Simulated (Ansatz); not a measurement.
Consider the formal hydrolysis of a Y–C bond: `[CH3][Y]([NH2])[NH2]` + H₂O → `[NH2][Y]([NH2])[OH]` + CH₄.

Isolated molecules relaxed with PBE0-D4/def2-TZVP in Ansatz; ΔE leaves out vibrations. CCSD(T)/CBS is the MP2 limit (def2-TZVPP, def2-QZVPP) plus CCSD(T) − MP2 in def2-TZVPP, frozen cores. This one scheme is used for every species. Elements past krypton have def2 core potentials. For Y outer-core shells are correlated without core-valence functions, which leaves a few kJ/mol of doubt a bond. Each species was taken in one conformer, which may not be the lowest.

| species | CCSD(T)/CBS(def2) energy (Eh) |
| --- | --- |
| `[CH3][Y]([NH2])[NH2]` | -189.98529 |
| H₂O | -76.37941 |
| `[NH2][Y]([NH2])[OH]` | -225.97924 |
| CH₄ | -40.46206 |

(1) Work out ΔE.

Largest T1 diagnostic among the species: 0.013.

Answers

(1) ΔE = (-225.97924) + (-40.46206) − (-189.98529) − (-76.37941) = -0.07660 Eh = -201.1 kJ/mol.

In def2-TZVPP, CCSD(T) changes the Hartree–Fock value by +9.5 kJ/mol (the triples alone add +0.6 kJ/mol) and MP2 by +4.3 kJ/mol. Leaving LDA and LC-ωPBE aside and taking each functional with its dispersion term where it has one, the values, not all of them listed here, spread over 16.5 kJ/mol, from CAM-B3LYP-D4 to revPBE-D4.
